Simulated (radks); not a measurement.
Values are calculated unless marked as measured or tabulated.
Yb, 70 electrons, occupied as [Xe] 4f14 6s2.

Code: a radial shooting solver on a logarithmic mesh with Libxc functionals. Model: scalar-relativistic Kohn-Sham, PBE, spin-polarised, spherical densities, point nucleus; hard spherical wall at 2 bohr.

Energy parts (hartree):
total: -14041.7719
kinetic: 15386.9302
electron-nucleus: -34810.8565
Hartree: 5678.9714
exchange-correlation: -296.8169

Orbitals (lengths in bohr, moments of r in powers of bohr; r(max) is where P^2 peaks; r(90%) holds 90 % of the orbital's charge):
\begin{tabular}{lrrrrr}
orbital & occ. & eigenvalue (hartree) & <r> & r(max) & r(90%) \\ \hline
1s & 2 & -2248.009 & 0.01966 & 0.01237 & 0.0357 \\
2s & 2 & -378.7219 & 0.08333 & 0.07058 & 0.129 \\
2p & 6 & -333.4271 & 0.07416 & 0.05756 & 0.121 \\
3s & 2 & -83.44675 & 0.2168 & 0.1994 & 0.318 \\
3p & 6 & -69.79786 & 0.2163 & 0.1966 & 0.324 \\
3d & 10 & -53.18633 & 0.1962 & 0.1603 & 0.305 \\
4s & 2 & -14.53788 & 0.4896 & 0.4557 & 0.704 \\
4p & 6 & -10.07972 & 0.5214 & 0.4773 & 0.760 \\
4d & 10 & -4.22628 & 0.5684 & 0.4931 & 0.860 \\
5s & 2 & -0.03396 & 1.107 & 1.081 & 1.51 \\
5p & 6 & 1.17789 & 1.169 & 1.186 & 1.57 \\
4f & 14 & 2.12057 & 0.7314 & 0.4939 & 1.24 \\
5d & 0 & 2.99631 & 1.227 & 1.312 & 1.63 \\
6s & 2 & 6.18369 & 1.218 & 1.572 & 1.73 \\
6p & 0 & 7.56955 & 1.197 & 1.601 & 1.74 \\
7s & 0 & 16.03335 & 1.171 & 1.726 & 1.79 \\
\end{tabular}

The highest occupied level is 6s at 168.27 eV. The configuration is held as typed, so some empty levels lie below it. The density falls to 0.001 e/bohr^3 at r = 1.97 bohr. Summed over all electrons, <r^2> = 31.23 bohr^2, which gives a Langevin (diamagnetic) susceptibility term of -24.7 x 10^-6 cm^3/mol.
